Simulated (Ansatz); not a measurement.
Consider the atomization: `C[SiH](S)S` → C• + 6 H• + 2 S• + Si•.

Isolated molecules relaxed with PBE0-D4/def2-TZVP in Ansatz; ΔE leaves out vibrations. CCSD(T)/CBS is the MP2 limit (def2-TZVPP, def2-QZVPP) plus CCSD(T) − MP2 in def2-TZVPP, frozen cores. This one scheme is used for every species, atoms too. DFT in def2-TZVPP. Open shells (•) are unrestricted, without spin–orbit coupling. Spin–orbit coupling would lower the free atoms: a little for C, S, Si. One conformer a species, not always the lowest.

CCSD(T)/CBS gives +34.64 eV.

Question: Another level gave +34.56 eV. Which?
A. CCSD(T)/def2-TZVPP
B. r2SCAN-D4/def2-TZVPP
C. PBE0-D4/def2-TZVPP
D. r2SCAN0/def2-TZVPP

Answer: C. PBE0-D4 34.56, CCSD(T)/def2-TZVPP 33.65, r2SCAN0 34.31, r2SCAN-D4 34.74 eV.

Largest T1 diagnostic among the species: 0.012.

In def2-TZVPP, CCSD(T) changes the Hartree–Fock value by +8.08 eV (the triples alone add +0.47 eV) and MP2 by +8.29 eV; breaking electron pairs costs correlation energy, which Hartree–Fock lacks. The D4 term adds +0.43 eV with B3LYP and +0.23 eV with PBE0; it sums over pairs of atoms, weighted by their polarisabilities, and B3LYP, whose exchange is more repulsive, gets the larger term. From r2SCAN to r2SCAN0 (25 % exact exchange), in def2-TZVPP and without D4, ΔE moves by −0.36 eV: exact exchange takes away binding that semilocal exchange gives to molecules.

B3LYP here is the variant with VWN-RPA as its local correlation; programs differ in this.

For atomizations the MP2-based limit and the directly extrapolated one differ by several kJ/mol either way, and by 10 to 25 for some Ge, Se and Sn compounds, so smaller differences from it don't rank the levels.
